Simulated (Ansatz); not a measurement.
`[CH3][Sn][OH]` + NH₃ → `[NH2][Sn][OH]` + CH₄ at 400 K and 1 bar (ligand exchange at the Sn–C bond).

Calculated with Ansatz (gas phase, PBE0-D4/def2-TZVP geometries, no zero-point term in ΔE). CCSD(T)/CBS is the MP2 limit (def2-TZVPP, def2-QZVPP) plus CCSD(T) − MP2 in def2-TZVPP, frozen cores. This one scheme is used for every species. def2 core potentials past Kr. For Sn outer-core shells are correlated without core-valence functions, which leaves a few kJ/mol of doubt a bond. Each species was taken in one conformer, which may not be the lowest.

```tsv
species	CCSD(T)/CBS energy (Eh)	H − E (kJ/mol)	S (J/(mol·K))
`[CH3][Sn][OH]`	-329.68108	150.5	339.9
NH₃	-56.50880	104.2	203.1
`[NH2][Sn][OH]`	-345.75638	122.6	330.0
CH₄	-40.46206	131.3	197.2
```

H − E and S are ideal-gas, rigid-rotor, harmonic terms from PBE0-D4/def2-TZVP, for one conformer and one mirror image of each species. 1 Eh = 2625.50 kJ/mol, R = 8.31446 J/(mol·K).

Problem. By hand: ΔE, ΔH, ΔS and ΔG.

Solution. ΔE = (-345.75638) + (-40.46206) − (-329.68108) − (-56.50880) = -0.02856 Eh = -75.0 kJ/mol. Δ(H − E) = 122.6 + 131.3 − 150.5 − 104.2 = -0.8, so ΔH = -75.8 kJ/mol. ΔS = 330.0 + 197.2 − 339.9 − 203.1 = -15.8 J/(mol·K). ΔG = -75.8 − 400 × (-15.8)/1000 = -69.5 kJ/mol.

Problem. By hand: the equilibrium constant, and the temperature at which ΔG would vanish if ΔH and ΔS stayed fixed.

Solution. log₁₀ K = −ΔG/(RT ln 10) = 9.1. ΔG = 0 at ΔH/ΔS = 4797 K, far beyond where these terms or the molecules hold.

ΔH outweighs TΔS. A doubt of 5 kJ/mol in ΔE shifts log₁₀ K by 0.7 here. Other conformers and mirror images would add mixing entropy, several J/(mol·K) or more a flexible species. These are equilibria of isolated gas molecules and say nothing of rates. Largest T1 diagnostic: 0.017 (customary marks: 0.02 for closed shells, 0.045 for open ones).
